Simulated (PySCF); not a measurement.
C4H10N2, SMILES C/N=C\CCN.

Geometry optimised at PBE-D3(BJ)/def2-SVP. The structure was generated by enumeration; whether it is a known compound was not checked. The values are those of a single conformer.

The numbers are results of PBE-D3(BJ)/def2-SVP (PySCF 2.14.0), not measurements.

Frequencies are harmonic and unscaled.

```
mode  ν (cm⁻¹)  IR (km/mol)  moving atoms (share of kinetic energy)
----  --------  -----------  --------------------------------------
1           32          2.1                  C 55 %, H 33 %, N 12 %
2          101          0.6                  H 48 %, C 32 %, N 21 %
3          122          0.7                                  H 96 %
4          197          6.3                  N 43 %, C 34 %, H 22 %
5          302         16.9                  H 55 %, C 35 %, N 10 %
6          326         26.2                          H 68 %, C 24 %
7          386         10.4                  N 37 %, C 34 %, H 29 %
8          489          3.9                  C 39 %, H 32 %, N 28 %
9          590          7.6                  H 44 %, C 35 %, N 20 %
10         757          0.9                          H 84 %, C 13 %
11         811        178.6                  H 63 %, N 25 %, C 12 %
12         858         80.9                          H 67 %, C 28 %
13         905          2.0                  C 49 %, H 40 %, N 11 %
14         969          1.4                  H 53 %, C 38 %, N 10 %
15         997         64.2                          C 70 %, H 25 %
16        1021          9.3                  C 48 %, H 39 %, N 13 %
17        1081          1.0                   H 70 %, C 22 %, N 9 %
18        1089          4.6                          H 72 %, C 24 %
19        1105         10.2                  C 45 %, N 30 %, H 25 %
20        1136          6.3                  H 58 %, C 32 %, N 10 %
21        1226          1.5                          H 69 %, C 29 %
22        1250          1.2                          H 80 %, C 18 %
23        1323         31.5                          H 77 %, C 23 %
24        1338          2.1                           H 84 %, N 9 %
25        1353          0.5                          H 86 %, C 14 %
26        1362          9.4                           H 85 %, N 8 %
27        1395          3.9                           H 89 %, C 9 %
28        1407          3.2                                  H 95 %
29        1418          1.5                           H 92 %, C 8 %
30        1428         11.2                           H 92 %, C 8 %
31        1590         18.7                                  H 92 %
32        1705         66.5                          C 54 %, N 43 %
33        2909         57.0                                  H 96 %
34        2961          3.2                                  H 95 %
35        2971         46.0                                  H 95 %
36        2980         29.5                                  H 92 %
37        3004         28.0                           H 91 %, C 9 %
38        3008          2.9                           H 91 %, C 9 %
39        3026         12.7                           H 91 %, C 9 %
40        3031         40.9                          H 90 %, C 10 %
41        3398          0.4                                  H 96 %
42        3478          0.0                           H 92 %, N 8 %
```
